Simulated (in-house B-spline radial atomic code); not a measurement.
Ca²⁺. Computed with a B-spline radial atomic code. Model: non-relativistic spherical atom: semilocal Troullier-Martins pseudo-atom, one channel per l, against all electrons, high spin, G0W0 and RPA with empty states to l = 8, local potential for every l without a channel, a model core (radius 0 = none) keeps its share of the functional.

What the tables leave out is listed at the end.

The pseudopotential gives back the lowest level of each angular momentum of its own functional in the configuration it was made in; a second state of the same l is only approximately right. Exact exchange, RPA and GW see the smooth pseudo-orbitals and miss the exchange with the core, for which the functional's share stands in. The column with an uncorrelated core keeps all orbitals and exact exchange, and so separates missing core correlation from pseudisation. Only the three outermost levels and the lowest empty one were computed. RPA here is direct RPA, with no exchange kernel, and its energies carry an (l + 1/2)⁻⁴ tail. A hybrid on a potential with a model core restores only its own semilocal share of the core's exchange.

Command:
```bash
python run_psgw.py task.json out
```
Settings (lengths in bohr, energies in hartree):
```
Z                      20
electrons              18
configuration          [Ne] 3s2 3p6
generated_in           [Ar] 4s2
functional             pbe,pbe
core_shells            3
radius_factor          1.3
core_correction        True
```

Time taken, with all properties: 13 s on 1 thread of AMD EPYC 7R43 64-Core Processor (Zen 3), with other jobs on the host.

Given: made with PBE; model core radius 0.621 bohr; local radius 1.582 bohr; mean-field start PBE.

Valence shells of the generating configuration: 3s, 3p, 4s.

Channel: s 1.31, p 1.363, d 3.12 (radii in bohr).

Computed: largest level miss in the spin-unpolarised generating configuration 0.054 eV; valence RPA correlation energy all-electron orbitals -0.46262 hartree; all-electron RPA polarisability, core included 3.0585 bohr³; pseudo-atom RPA polarisability 3.1459 bohr³.

| level | occupied | mean-field all-electron (eV) | mean-field pseudo minus all (eV) | G0W0 all-electron (eV) | G0W0 uncorrelated core minus all (eV) | G0W0 pseudo minus all (eV) | exchange self-energy all-electron (eV) | exchange self-energy pseudo (eV) |
| --- | --- | --- | --- | --- | --- | --- | --- | --- |
| 3p | 1 | -43.057 | -0.147 | -50.829 | 0.149 | -0.201 | -31.736 | -28.177 |
| 3d (empty) | 0 | -16.046 | -0.031 | -10.301 | 0.106 | -0.304 | -8.1137 | -6.2629 |

Problem. What is the valence RPA correlation energy pseudo?

Solution. -0.45656 hartree.

Given: mean-field start PBE0.

Computed: valence RPA correlation energy all-electron orbitals -0.43196 hartree; all-electron RPA polarisability, core included 2.8099 bohr³; pseudo-atom RPA polarisability 2.903 bohr³.

| level | occupied | mean-field all-electron (eV) | mean-field pseudo minus all (eV) | G0W0 all-electron (eV) | G0W0 uncorrelated core minus all (eV) | G0W0 pseudo minus all (eV) | exchange self-energy all-electron (eV) | exchange self-energy pseudo (eV) |
| --- | --- | --- | --- | --- | --- | --- | --- | --- |
| 3p | 1 | -45.375 | -0.12 | -51.044 | 0.147 | -0.15 | -31.678 | -28.139 |
| 3d (empty) | 0 | -14.308 | -0.307 | -10.338 | 0.093 | -0.343 | -7.5566 | -6.0542 |

Problem. What is the valence RPA correlation energy pseudo?

Solution. -0.42849 hartree.

Among the listed levels the largest G0W0 shift of the pseudo-atom is -0.34 eV, for 3d (empty) on the PBE0 start, while leaving the core uncorrelated moves that level by +0.09 eV. So pseudisation and the lost core exchange, not the missing core correlation, make the error. Not in the tables (levels of low weight, unsolved or above zero; the highest and the empty levels are kept at any weight): on PBE the G0W0 levels 3s (pseudo minus all -0.18 eV, weights 0.61 and 0.62); on PBE0 the G0W0 levels 3s (pseudo minus all +0.03 eV, weights 0.73 and 0.74); no Hartree-Fock pseudo-atom is run with a model core.
